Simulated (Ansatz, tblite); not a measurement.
Removing an electron: Sr₂S₂⁻ (the lowest doublet isomer of a short search). Charge -1, multiplicity 2. Geometry: PBE0-D4/def2-TZVPD. Ansatz, gas phase; energy differences of separate SCF runs; the oxidised species is a singlet (the triplet lies 2.46 eV higher at PBE0-D4/def2-TZVPD).

```csv
atom,x (Å),y (Å),z (Å)
Sr1,-1.112,1.102,-0.936
Sr2,1.112,-1.102,0.936
S3,-0.855,-1.589,-0.855
S4,0.855,1.589,0.855
```

In the def2 sets Sr takes a core potential; there is no spin–orbit coupling. The xTB rows come from tblite. The structure comes from a short search, and lower isomers may exist.

Task: Estimate orbital energies and vertical ionisation energies at: GFN1-xTB; GFN2-xTB; PBE-D4/def2-TZVPD; r2SCAN-D4/def2-TZVPD; PBE0-D4/def2-TZVPD.

Result: 
```csv
level,−HOMO (eV),vertical IE (eV),−LUMO (eV),HOMO–LUMO gap (eV),remarks
GFN1-xTB,–,5.46,–,–,–
GFN2-xTB,–,5.69,–,–,–
PBE-D4/def2-TZVPD,-0.49,0.81,-0.65,0.16,HOMO above zero (-1 doublet)
r2SCAN-D4/def2-TZVPD,-0.45,0.73,-0.60,0.16,HOMO above zero (-1 doublet)
PBE0-D4/def2-TZVPD,-0.20,0.71,-0.86,0.66,HOMO above zero (-1 doublet)
```

  A HOMO above zero means that the electron is unbound at that level or that self-interaction error raises the level; the energy of removing that electron tells which. HOMO and LUMO are the levels of the spin that leaves or enters (xTB has no such levels and no spin-polarisation term). Other spin states of the ions may lie lower, which would lower the ionisation energy or raise the affinity. Raw xTB energy differences between charge states are shifted by several eV; the methods need an empirical correction for them.
